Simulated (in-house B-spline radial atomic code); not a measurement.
Results of a calculation; reference values are marked as such.
## Building a PAW d channel for Sn, r_c = 0.888 bohr

Sn, [Kr] 4d10 5s2 5p2, non-relativistic PBE, spherical and spin-unpolarised, from an all-electron radial atomic-structure program (B-spline basis) (atomic units; all potentials screened as in the neutral atom).

Two all-electron partial waves φ1, φ2 are integrated outwards at E1 = ε(4d) = -1.002429 and E2 = E1 + 0.5 hartree; φ1 is the bound orbital and φ2 has unit norm inside r_c = 0.8882 bohr. Smooth partners are polynomials, r^3(a0 + a1 r² + a2 r⁴ + a3 r⁶), matched to φ and three derivatives at r_c, with no condition on the norm. The local potential is -46.4061 + (129.367) r² + (-158.099) r⁴ + (73.2344) r⁶ inside 0.7272 bohr and the all-electron one outside.

| wave | φ(r_c) | φ'(r_c) | a0 | a1 | a2 | a3 |
| --- | --- | --- | --- | --- | --- | --- |
| 1 | 1.041825 | -0.02917308 | 7.280871 | -13.64599 | 10.27909 | -2.904473 |
| 2 | 1.663778 | -0.621976 | 12.72374 | -24.52481 | 18.6439 | -5.30563 |

Inside r_c the overlaps are <φi φj> = [[0.35954, 0.59945], [0.59945, 1.00000]] and, for the smooth waves, [[0.33831, 0.56374], [0.56374, 0.93983]]. With χj = (Ej − T − V_local) applied to smooth wave j, the program's quadrature gives the matrix B_ij = <smooth i, χj> as [[0.89723, 1.51903], [1.53689, 2.60319]].

Question: Check the match of the first wave, and find the augmentation charges q_ij.

Answer: At r_c the four terms are 5.10171, -7.54326, 4.48260, -0.99923, which sum to 1.0418, φ1(r_c) to rounding. q_ij is the all-electron overlap less the smooth one: [[0.02122, 0.03571], [0.03571, 0.06017]]. The smooth first wave has a norm of 0.3383 inside r_c against 0.3595, and q11 > 0 puts back the missing charge.

Question: B isn't symmetric. Show that D_ij = B_ij + Ej q_ij is.

Answer: Integrating by parts gives B12 − B21 = (E1 − E2) q12: 1.51903 − (1.53689) = -0.01786, and −0.5 × (0.03571) = -0.01786. So D12 = 1.51903 + (-0.502429)(0.03571) = 1.50109 and D21 = 1.53689 + (-1.002429)(0.03571) = 1.50109; D11 = 0.87596, D22 = 2.57296. The projectors, p = (B⁻¹)ᵀ χ, are dual to the smooth waves; det B = 0.0011, small beside B11 B22, as the two smooth waves look alike inside r_c.

Solving (T + V_local + Σ p D p) ψ = E (1 + Σ p q p) ψ in a sphere of 9 bohr gives these levels:

| all-electron | one projector | two projectors |
| --- | --- | --- |
| -1.002430 | -1.002430 | -1.002430 |
| 0.078707 | 0.078621 | 0.078707 |
| 0.315420 | 0.315080 | 0.315420 |
| 0.716075 | 0.715130 | 0.716071 |
| 1.262980 | 1.260690 | 1.262960 |

Question: What does the second projector gain?

Answer: With one projector the errors are 0.00, -0.09, -0.34, -0.94, -2.29 millihartree. With two the errors are 0.00, 0.00, 0.00, 0.00, -0.02 millihartree. The scattering is exact at E1 and at E2 = -0.502, and over all levels compared the largest error is 0.02 millihartree. The lowest eigenvalue of the overlap operator is 1 with one and 1 with two projectors. The smooth orbital alone needs a cutoff of 57 hartree for 1 millihartree of kinetic energy, against 72 for a norm-conserving Troullier-Martins orbital of the same radius; part of the gain comes from giving up the norm, part from the simpler form.
